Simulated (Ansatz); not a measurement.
Worked example: AsH(CH3)2 + C2H8SiTe → AsH(CH3)(SiH3) + C3H8Te

Species: AsH(CH3)2 (dimethylarsine), singlet; C2H8SiTe `CC[Te][SiH3]`, singlet; AsH(CH3)(SiH3), singlet; C3H8Te `CC[Te]C`, singlet. The partners trade CH3 for SiH3: As–CH3 and Te–SiH3 bonds give way to As–SiH3 and Te–CH3.

Shapes, held fixed at every level: PBE0-D4/def2-TZVP. Flexible molecules stand in one conformer, not always the lowest. Programs: Ansatz 0.2.0. The zero-point and thermal change to 298 K, harmonic and unscaled (PBE0-D4/def2-TZVP), is -0.9 kJ/mol.

At CCSD(T)/def2-TZVPP; 1 Eh = 2625.50 kJ/mol:

| species | energy (Eh) |
| --- | --- |
| AsH(CH3)2 | -2314.736640 |
| C2H8SiTe | -637.386520 |
| AsH(CH3)(SiH3) | -2565.754593 |
| C3H8Te | -386.353933 |

Task: Work out ΔH(298 K) of the reaction at this level.

Result: 
1. Products less reactants: (-2565.754593) + (-386.353933) − [(-2314.736640) + (-637.386520)] = 0.014634 Eh = +38.4 kJ/mol.
2. With the thermal change: +38.4 + (-0.9) = +37.5 kJ/mol.

Other levels give +34.1 (PBE-D4/def2-TZVPP) to +41.8 kJ/mol (CCSD/def2-SVP). No measured value is set beside it here. For atoms past krypton def2 sets carry core potentials with scalar relativity. Relativity is left out for As unless named. Correlated rows may include outer-core shells of As, Te, which these sets cover unevenly.
